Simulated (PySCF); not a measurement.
C₆H₈N₂.
SMILES with atom numbers: `[CH3:1][NH:2][c:3]1[cH:4][cH:5][cH:6][n:7][cH:8]1` (hydrogens: H9, H10, H11 on C1; H12 on N2; H13 on C4; H14 on C5; H15 on C6; H16 on C8)

Structure optimised with GFN2-xTB, isolated species.

Task: List the bond lengths, angles and torsions at this level.

Result: 
| bond | length (Å) | order |
| --- | --- | --- |
| C1–N2 | 1.442 | single |
| N2–C3 | 1.372 | single |
| C3–C4 | 1.398 | aromatic |
| C4–C5 | 1.384 | aromatic |
| C5–C6 | 1.386 | aromatic |
| C6–N7 | 1.325 | aromatic |
| N7–C8 | 1.314 | aromatic |
| C3–C8 | 1.404 | aromatic |
| C1–H9 | 1.098 | single |
| C1–H10, C1–H11 | 1.089 | single |
| N2–H12 | 1.008 | single |
| C4–H13 | 1.079 | single |
| C5–H14 | 1.080 | single |
| C6–H15 | 1.081 | single |
| C8–H16 | 1.084 | single |

Bonds in one row agree within 0.01 Å and their mean is given. Orders are formal, as drawn. A selection of angles:
| angle | degrees |
| --- | --- |
| C1–N2–C3 | 122.6 |
| N2–C3–C4 | 123.6 |
| N2–C3–C8 | 119.8 |
| C4–C3–C8 | 116.6 |
| C3–C4–C5 | 119.0 |
| C4–C5–C6 | 119.1 |
| C5–C6–N7 | 122.6 |
| C6–N7–C8 | 118.5 |
| C3–C8–N7 | 124.2 |
| H12–N2–C1 | 115.6 |
| H12–N2–C3 | 114.6 |

Torsions: C1–N2–C3–C4 16° (synperiplanar). The mirror-image conformer, all signs reversed, is as good.

The 6-membered ring C3–C4–C5–C6–N7–C8 has internal angles of 116.6° to 124.2°; it is planar, 0.00 Å rms from its mean plane, widest ring torsion 0°. Of the pairs four or more bonds apart, C1···H13 is among the closest relative to their van der Waals radii: 2.66 Å, 92 % of the sum of Bondi's values. The 4 C–C bonds span 1.384 Å (C4–C5, aromatic) to 1.404 Å (C3–C8, aromatic), a spread of 0.020 Å. The C–N distances run from 1.314 Å (N7–C8, aromatic) to 1.442 Å (C1–N2, drawn single), a spread of 0.128 Å. N2 (aniline-type nitrogen) has angles 122.6°, 115.6° and 114.6°, sum 352.7°, 0.20 Å off the plane of its three neighbours. N7 (pyridine-type nitrogen) is bent (angle 118.5°).

Point group: C1 (no symmetry element, even within 0.4 Å). Stationary, but not proved a minimum. The numbers are those of one conformer.

The numbers are calculated, not measured.
